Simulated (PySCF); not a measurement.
## AlBr⁺ from Hartree–Fock to correlated methods

State: ²Σ⁺ (doublet), unpaired electrons σ ↑. Set-up: basis Al pcseg-1, Br pcseg-1; no relativity; PySCF 2.14. De refers to Al⁺ + Br in their high-spin ground configurations, without counterpoise correction. The functionals are run spin-unrestricted. A positive dipole points towards Br; it is taken about the centre of mass and depends on that origin.

```tsv
Level	Re (Å)	ωe (cm⁻¹)	De (eV)	μ (D)
UHF	2.184	481	0.93	-7.92
UHF-MP2	2.192	484	1.42	n/a
UHF-SCS-MP2	2.196	475	1.21	n/a
UHF-CCSD	2.202	459	1.05	n/a
UHF-CCSD(T)	2.205	457	1.14	n/a
PBE	2.218	433	1.71	-6.94
PW91	2.215	436	1.75	-6.95
r²SCAN	2.192	465	1.93	-7.24
TPSSh	2.204	450	1.73	-7.14
PBE0	2.196	456	1.62	-7.21
M06	2.214	420	1.20	-7.03
LC-ωPBE	2.173	482	1.52	-7.38
```

The bond length runs from 2.173 Å (LC-ωPBE) to 2.218 Å (PBE). De spans 0.93 eV (UHF, mean field) to 1.93 eV (r²SCAN, meta-GGA). Correlation at CCSD(T) changes the Hartree–Fock bond energy by +0.21 eV; the triples alone change it by +0.09 eV.

Correlated steps freeze 14 core orbitals. Correlated levels converge slowly with the basis: in double zeta they bind strong bonds too weakly, by up to about 1 eV, and carry superposition errors of some tenths. Spin–orbit coupling is left out. For an ion De counts to the pair picked by the measured ionisation energies or electron affinities, which need not be the lowest pair at this level. The state is the lowest determinant that a PBE0 search found; another state may lie lower at other levels.

The whole job (state search and all levels along the bond) took about 1.6 min on 1 thread of Arm Neoverse V2 (shared host), peak memory 0.5 GiB.
